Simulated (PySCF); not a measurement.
Computed shifts of a molecule C₂H₇FOSi₂, PBE/pcSseg-1 (PySCF), GIAO, gas phase, atoms alike by connectivity averaged where their shifts nearly agree, in ppm (number of nuclei): ¹³C: 145.6 (1), 139.5 (1). ²⁹Si: 16.0 (1), -22.8 (1). ¹⁹F: -277.1 (1). ¹H: 6.73 (2), 6.33 (1), 6.23 (1), 5.78 (1), 5.47 (1), 0.33 (1). References: ¹³C against TMS (σ = 182.0 ppm); ²⁹Si against TMS (σ = 335.4 ppm); ¹⁹F against CFCl3 (σ = 133.6 ppm); ¹⁷O against H2O (σ = 334.3 ppm); ¹H against TMS (σ = 31.49 ppm), references at their B3LYP-D3(BJ)/def2-TZVP geometries, non-relativistic. The structure is a stationary point at ωB97X-D3(BJ)/def2-SVP. One conformer was computed; it need not be the lowest.

Task: Which molecule gave these data?
A) C=CO[Si@H](F)[SiH3]
B) C=CO[SiH2][SiH2]F
C) O[Si@@H](F)/C=C/[SiH3]
D) C=C[Si@H](F)[SiH2]O

Result: D, C=C[Si@H](F)[SiH2]O
